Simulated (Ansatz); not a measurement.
A nudged elastic band was laid between two geometries of BH7O2Si2 (12 atoms, charge 0, multiplicity 1).

All numbers below come from RKS PBE-D4/6-31G* in Ansatz.

```yaml
movable_images: 5
climbing_image: yes
spring: 5.0 eV/Å²
optimiser: quadratic models (default)
start_path: through a guess of the saddle point
force_threshold: 0.05 eV/Å
iteration_limit: 60
end_points: relaxed
```

Initial state:

```xyz
12
Properties=species:S:1:pos:R:3
O -1.238 1.745 1.123
B -0.536 0.750 0.497
Si -0.254 -0.979 1.553
O -0.077 0.982 -0.784
Si 0.808 0.022 -1.848
H -1.311 2.521 0.523
H 1.210 -1.292 1.713
H -0.865 -2.160 0.848
H -0.860 -0.896 2.923
H 2.109 0.703 -2.136
H 0.026 -0.117 -3.117
H 1.066 -1.333 -1.261
```

Final state:

```xyz
12
Properties=species:S:1:pos:R:3
O -1.160 1.979 0.797
B -0.492 0.878 0.321
Si -0.302 -0.825 1.460
O 0.025 1.006 -0.943
Si 0.881 -0.041 -1.936
H -1.500 1.820 1.698
H 1.132 -1.171 1.750
H -0.924 -2.028 0.808
H -0.990 -0.637 2.789
H 2.170 0.615 -2.320
H 0.070 -0.316 -3.163
H 1.168 -1.333 -1.227
```

**Question.** Which bonds break or form, and what moves?

**Answer.** No bond is made or broken. The dihedral H6–O1–B2–Si3 goes from -180 to 0°.

**Question.** What energy profile does the band end with?

**Answer.** The run converged. The highest image is number 3 of 0 to 6, 0.54 eV above the first end and 0.48 eV above the last; the last end lies 0.06 eV above the first. A vibrational analysis at the climbing image gives one clearly imaginary mode, 650i cm⁻¹, and a faint second one (29i cm⁻¹) that may be numerical noise or a soft torsion: probably a first-order saddle point.

```
image  path coordinate (Å)  energy (eV)  dihedral H6–O1–B2–Si3 (°)
    0                 0.00         0.00                       -180
    1                 0.60         0.00                       -179
    2                 1.20         0.16                        153
    3                 1.79         0.54                         94
    4                 2.41         0.18                         29
    5                 3.03         0.07                          1
    6                 3.65         0.06                          0
```

**Question.** What is the geometry of the highest image?

**Answer.** 
```xyz
12
Properties=species:S:1:pos:R:3
O -1.650 1.597 0.769
B -0.677 0.722 0.323
Si -0.200 -0.887 1.519
O -0.153 0.920 -0.929
Si 0.875 -0.009 -1.891
H -1.352 2.385 1.255
H 1.231 -1.341 1.409
H -1.057 -2.076 1.175
H -0.458 -0.560 2.963
H 2.230 0.628 -1.905
H 0.309 -0.018 -3.275
H 0.979 -1.415 -1.380
```

Run time: 3.7 min on 2 threads of Intel(R) Xeon(R) Platinum 8375C CPU @ 2.90GHz (Ice Lake), on a shared host, peak memory 0.2 GiB.
